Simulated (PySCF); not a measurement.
# ICl₆⁺: one-bond stretch

Level of theory: PySCF, B3LYP, basis I def2-SVP with ECP28, Cl def2-SVP (scalar-relativistic core potentials, no spin–orbit coupling, density fitting).

Rigid scan from the singlet minimum (I–Cl 2.397 Å (×6); Cl–I–Cl 90.0° (×12), Cl–I–Cl 180.0° (×3)). Coordinate: the bond from I to the last atom (Cl) scaled, the rest fixed. Energies in kJ/mol from the minimum.

| scale of one bond | E (kJ/mol) | dipole size (D, about the centre of mass) |
| --- | --- | --- |
| 0.92 | 26.4 | 0.64 |
| 0.96 | 5.6 | 0.30 |
| 1.00 | 0.0 | 0.00 |
| 1.05 | 6.2 | 0.30 |
| 1.12 | 27.7 | 0.58 |
| 1.20 | 58.0 | 0.70 |
| 1.35 | 108.9 | 0.53 |
| 1.55 | 151.3 | – |
| 1.80 | 172.7 | – |
| 2.20 | 177.8 | – |

At long bonds a restricted determinant can lie too high, and another spin state can fall below this curve.

Other isomers or separated fragments may lie lower.
